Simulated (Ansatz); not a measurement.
`[OH][W]([OH])([OH])([F])([F])[F]` at its PBE0-D4/def2-TZVP geometry, where that method's forces vanish. The species carries charge 0 and has multiplicity 1. W takes the def2 core potential.

| atom | x (Å) | y (Å) | z (Å) |
| --- | --- | --- | --- |
| O1 | -0.477 | 0.257 | 1.671 |
| W2 | 0.039 | -0.200 | -0.061 |
| O3 | -1.281 | 0.870 | -0.831 |
| O4 | 1.310 | 1.162 | -0.136 |
| F5 | -1.188 | -1.593 | -0.335 |
| F6 | 0.846 | -0.791 | -1.649 |
| F7 | 1.099 | -1.493 | 0.790 |
| H8 | -0.095 | -0.105 | 2.475 |
| H9 | -2.168 | 0.577 | -1.057 |
| H10 | 1.914 | 1.316 | -0.868 |

Task: For each bond, give half the difference of the two atoms' forces along it (eV/Å; positive pushes the atoms apart) under PBE-D4, r2SCAN-D4, B3LYP-D4, ωB97M-V in def2-TZVPP. (Best estimate.)

Result: Ansatz gave: 
```json
{"bond": "O1–W2", "length (Å)": "1.864", "PBE-D4": "0.35", "r2SCAN-D4": "0.25", "B3LYP-D4": "0.22", "ωB97M-V": "-0.01"}
{"bond": "O1–H8", "length (Å)": "0.961", "PBE-D4": "0.19", "r2SCAN-D4": "-0.09", "B3LYP-D4": "-0.11", "ωB97M-V": "-0.04"}
{"bond": "W2–O3", "length (Å)": "1.864", "PBE-D4": "0.35", "r2SCAN-D4": "0.25", "B3LYP-D4": "0.22", "ωB97M-V": "-0.01"}
{"bond": "W2–O4", "length (Å)": "1.864", "PBE-D4": "0.35", "r2SCAN-D4": "0.25", "B3LYP-D4": "0.22", "ωB97M-V": "-0.01"}
{"bond": "W2–F5", "length (Å)": "1.877", "PBE-D4": "0.30", "r2SCAN-D4": "0.05", "B3LYP-D4": "0.19", "ωB97M-V": "0.02"}
{"bond": "W2–F6", "length (Å)": "1.877", "PBE-D4": "0.30", "r2SCAN-D4": "0.05", "B3LYP-D4": "0.19", "ωB97M-V": "0.02"}
{"bond": "W2–F7", "length (Å)": "1.877", "PBE-D4": "0.30", "r2SCAN-D4": "0.05", "B3LYP-D4": "0.19", "ωB97M-V": "0.02"}
{"bond": "O3–H9", "length (Å)": "0.961", "PBE-D4": "0.18", "r2SCAN-D4": "-0.09", "B3LYP-D4": "-0.11", "ωB97M-V": "-0.04"}
{"bond": "O4–H10", "length (Å)": "0.961", "PBE-D4": "0.18", "r2SCAN-D4": "-0.09", "B3LYP-D4": "-0.11", "ωB97M-V": "-0.04"}
```

B3LYP here is the variant with VWN-RPA as its local correlation; programs differ in this.
